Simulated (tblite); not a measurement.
C2H10O2Si2.
SMILES with atom numbers: `[CH3:1][O:2][Si@@H:3]([OH:4])[SiH2:5][CH3:6]` (hydrogens: H7, H8, H9 on C1; H10 on Si3; H11 on O4; H12, H13 on Si5; H14, H15, H16 on C6)

Computed with GFN2-xTB (tblite), gas phase: L-BFGS steps from a force-field or distance-geometry start until the largest atomic force falls under 0.01 eV/Å.

The end geometry, which sets the zero of energy:
```
atom  x, y, z in Å
C1     -3.0421   -0.0776    0.0233
O2     -1.7025   -0.4352    0.1864
Si3    -0.3878    0.3200   -0.4191
O4     -0.3822    1.9197   -0.0706
Si5     1.2402   -0.9423    0.5838
C6      2.9430   -0.1578    0.2631
H7     -3.3966   -0.3761   -0.9662
H8     -3.6281   -0.5930    0.7855
H9     -3.1778    1.0016    0.1296
H10    -0.4688    0.4747   -1.8731
H11    -0.3180    2.2531    0.8202
H12     1.2919   -2.3206    0.0709
H13     1.1273   -1.0749    2.0519
H14     3.7392   -0.7440    0.7105
H15     3.1487   -0.0849   -0.8009
H16     3.0059    0.8464    0.6732
```

**Question.** These geometries come from the run, each turned onto the end geometry. Order them by energy, lowest first.
A.
```
atom  x, y, z in Å
C1     -3.0285   -0.1141    0.0579
O2     -1.6604   -0.3452    0.2084
Si3    -0.3697    0.4138   -0.4376
O4     -0.3397    2.0148   -0.0981
Si5     1.2219   -0.9379    0.5022
C6      2.9564   -0.1801    0.3351
H7     -3.4546   -0.8643   -0.6127
H8     -3.5012   -0.2068    1.0375
H9     -3.2296    0.8802   -0.3467
H10    -0.4679    0.5668   -1.8898
H11    -0.4015    2.3506    0.7925
H12     1.2745   -2.2356   -0.1977
H13     1.0409   -1.2612    1.9308
H14     3.7169   -0.8449    0.7304
H15     3.1963    0.0078   -0.7069
H16     3.0384    0.7651    0.8633
```
B.
```
atom  x, y, z in Å
C1     -3.0356   -0.1458    0.0840
O2     -1.6700   -0.1341    0.3467
Si3    -0.3818    0.4791   -0.4370
O4     -0.1707    2.0708   -0.1083
Si5     1.1897   -0.9725    0.4096
C6      2.9146   -0.1824    0.3491
H7     -3.2650   -0.9674   -0.5957
H8     -3.5537   -0.3002    1.0296
H9     -3.3831    0.7802   -0.3748
H10    -0.6152    0.6060   -1.8760
H11    -0.1141    2.3876    0.7943
H12     1.3047   -2.2741   -0.2665
H13     0.9697   -1.3009    1.8242
H14     3.6525   -0.7610    0.8976
H15     3.2551   -0.0964   -0.6780
H16     2.8952    0.8201    0.7700
```
C.
```
atom  x, y, z in Å
C1     -3.0858   -0.2001    0.0963
O2     -1.7551    0.0495    0.4229
Si3    -0.4331    0.5204   -0.4060
O4     -0.0450    2.0777   -0.0837
Si5     1.1673   -0.9398    0.3802
C6      2.8949   -0.1445    0.3781
H7     -3.1668   -1.0617   -0.5741
H8     -3.6330   -0.4202    1.0153
H9     -3.5460    0.6653   -0.3832
H10    -0.7207    0.6331   -1.8434
H11     0.4261    2.3081    0.7176
H12     1.2158   -2.1785   -0.4212
H13     0.8893   -1.3832    1.7637
H14     3.5757   -0.6006    1.0863
H15     3.3542   -0.2282   -0.5987
H16     2.8543    0.9119    0.6185
```
D.
```
atom  x, y, z in Å
C1     -3.0443   -0.0790    0.0219
O2     -1.7009   -0.4161    0.2034
Si3    -0.3878    0.3321   -0.4113
O4     -0.3562    1.9291   -0.0538
Si5     1.2367   -0.9662    0.5472
C6      2.9307   -0.1361    0.2997
H7     -3.4749   -0.6840   -0.7815
H8     -3.5804   -0.2838    0.9513
H9     -3.1596    0.9765   -0.2359
H10    -0.4873    0.4935   -1.8643
H11    -0.2604    2.2565    0.8384
H12     1.3263   -2.2979   -0.0714
H13     1.0981   -1.2236    1.9958
H14     3.7348   -0.7537    0.6868
H15     3.1299    0.0337   -0.7549
H16     2.9876    0.8281    0.7970
```
E.
```
atom  x, y, z in Å
C1     -3.0527   -0.0559    0.0178
O2     -1.7206   -0.4267    0.2158
Si3    -0.3922    0.2960   -0.4013
O4     -0.3681    1.8983   -0.0656
Si5     1.2541   -0.9567    0.5849
C6      2.9451   -0.1446    0.2660
H7     -3.4030   -0.4125   -0.9532
H8     -3.6562   -0.5101    0.8043
H9     -3.1723    1.0294    0.0522
H10    -0.4722    0.4319   -1.8574
H11    -0.3479    2.2288    0.8282
H12     1.3345   -2.3212    0.0398
H13     1.1490   -1.1201    2.0497
H14     3.7538   -0.7356    0.6841
H15     3.1332   -0.0404   -0.7987
H16     3.0076    0.8485    0.7020
```

**Answer.** E (0.002 eV), D (0.009 eV), A (0.023 eV), B (0.065 eV), C (0.120 eV).

In the order of the answer:

```
step  E above end (eV)  largest force (eV/Å)  rms force component (eV/Å)  rms distance from end (Å)  rms bond change (Å)  bond most changed (Å)
 143             0.002                  0.02                       0.007                      0.046                0.000          Si5–C6 +0.001
 112             0.009                  0.08                       0.022                      0.174                0.001          O4–H11 +0.002
  75             0.023                  0.08                       0.020                      0.265                0.001         Si5–H12 +0.004
  59             0.065                  0.22                       0.067                      0.326                0.004         Si5–H13 -0.010
  38             0.120                  0.26                       0.078                      0.455                0.005         Si3–Si5 +0.013
```

What follows is the cost of the whole relaxation. The run took 1.7 s wall on Arm Neoverse N1, one thread, on a shared host.
